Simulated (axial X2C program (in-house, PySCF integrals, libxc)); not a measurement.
Correcting the dissociation energy of ScO⁺ for spin–orbit coupling

A spin-free PBE0 curve (one-electron X2C) was computed with an in-house all-electron X2C program for linear molecules (integrals from PySCF), basis Sc dyall-cv3z [10s11p7d5f2g], O dyall-av3z [7s6p3d2f] (cores contracted in-house), for the state M_S = 0, Λ = 0 (closed shell). It gives D0 = 6.849 eV to Sc+ + O, which in a spin-free picture are the weighted means of the ground terms.

Measured levels of the ground terms (NIST Handbook of Basic Atomic Spectroscopic Data), in cm⁻¹: Sc+ 3D: J = 1 at 0, J = 2 at 67.7, J = 3 at 177.8; O 3P: J = 2 at 0, J = 1 at 158.3, J = 0 at 227.

The molecular state has Λ = 0, so it has no first-order lowering.

Question: How far does each ground level lie under the (2J+1)-weighted mean of its term?

Answer: Sc+: (3 × 0 + 5 × 67.7 + 7 × 177.8)/15 = 106 cm⁻¹; O: (5 × 0 + 3 × 158.3 + 1 × 227)/9 = 78 cm⁻¹.

Question: Correct D0.

Answer: D0 = 6.849 + (0 − 184)/8065.5 = 6.826 eV at PBE0 with these spin–orbit terms.

Second-order spin–orbit effects in the molecule, which grow quickly with Z, are left out. One determinant describes the state; a PBE0 search over occupations chose it and may have missed a lower one. De is counted from the lowest determinant-based energies of the atoms at the same level, without counterpoise correction.
